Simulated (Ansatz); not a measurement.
`[Cl][In]([Cl])[I]` + `CO[SiH](C)[SiH3]` → `C[O][In]([Cl])[Cl]` + `C[SiH]([SiH3])I`  (redistribution)

Program: Ansatz. Geometries: PBE0-D4/def2-TZVP. ΔE: electronic, gas phase. CCSD(T)/CBS is the MP2 limit (def2-TZVPP, def2-QZVPP) plus CCSD(T) − MP2 in def2-TZVPP, frozen cores. DFT in def2-TZVPP. B3LYP here is the variant with VWN-RPA as its local correlation; programs differ in this. Elements past krypton have def2 core potentials. For I, In outer-core shells are correlated without core-valence functions, which leaves a few kJ/mol of doubt a bond. Each species was taken in one conformer, which may not be the lowest.

```
             level  ΔE (kJ/mol)
          B3LYP-D4        120.2
            r2SCAN        113.5
              PBE0        115.1
SCS-MP2/def2-TZVPP        115.6
CCSD(T)/def2-TZVPP        114.4
SCS-MP2/def2-QZVPP        114.5
      HF/CBS(def2)        143.0
     MP2/CBS(def2)        111.5
```

**Question.** What does CCSD(T)/CBS give? (Best estimate.)

**Answer.** Ansatz gave: +112.6 kJ/mol. The listed levels differ from it by 7.6, 0.9, 2.5, 3.0, 1.8, 1.9, 30.4, -1.1 kJ/mol.

Largest T1 diagnostic among the species: 0.015.

From PBE to PBE0 (25 % exact exchange), in def2-TZVPP and without D4, ΔE moves by +11.0 kJ/mol. In def2-TZVPP, CCSD(T) changes the Hartree–Fock value by −28.7 kJ/mol (the triples alone add −5.2 kJ/mol) and MP2 by −29.8 kJ/mol.
